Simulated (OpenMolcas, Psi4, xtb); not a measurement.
## How methods differ on SnH2F2 (SMILES [F][SnH2][F])

SnH2F2 has 5 atoms, charge 0, and is taken as a singlet. SMILES: `[F][SnH2][F]`. The coordinates come from a PBE0-D4/def2-TZVP relaxation.

```xyz
5

F    -0.3435   -0.3563    1.7414
Sn    0.1289   -0.0732   -0.0862
F    -1.2312    1.1107   -0.7124
H    -0.0874   -1.5471   -0.8891
H     1.5832    0.7921   -0.0950
```

Quantity: the electronic atomisation energy, in eV. The values are calculated. Electronic energies at fixed atoms, without zero-point motion or spin-orbit coupling.

```tsv
level	kind	program	value (eV)	CPU time (all runs)
GFN2-xTB	semi-empirical	xtb	15.62	under 2 s
GFN0-xTB	semi-empirical	xtb	17.65	under 2 s
HF/def2-SVP (core potential)	Hartree–Fock	OpenMolcas	9.62	6.8 s
SVWN5/def2-SVP (core potential)	LDA	Psi4	16.88	24 s
PBE/def2-SVP (core potential)	GGA	Psi4	14.52	33 s
M06-L/def2-SVP (core potential)	meta-GGA	Psi4	14.59	53 s
PBE0/def2-SVP (core potential)	global hybrid	Psi4	13.92	25 s
```

The values span 9.62 to 17.65 eV. The xTB rows lack spin polarisation, so open shells miss the exchange term that lowers them. CPU times are rough (shared hosts, several kinds of processor): they show what a rung costs within a factor of a few.
